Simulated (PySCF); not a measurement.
Method: B3LYP-D3(BJ)/def2-TZVP // r2SCAN-D4/def2-SVP (PySCF 2.14.0). Isolated molecules, 0 K electronic values unless said otherwise. One relaxed conformer stands for a flexible species; it need not be the lowest. B3LYP has the VWN-RPA correlation part, as in Gaussian. 

Reference species: [Hf(OH)4] (neutral, multiplicity 1).

```
Quantity               Value
-------------------  -------
coordination number        4
HOMO–LUMO gap        7.93 eV
```

Changed species: [Hf(OH)2(H)2] (2 of 4 OH replaced by H; the reference has 0 of 4 OH replaced by H).

Q: What does the change do to the coordination number and HOMO–LUMO gap?

A: the coordination number is nearly the same; the HOMO–LUMO gap drops by 1.73 eV, to 6.20 eV.
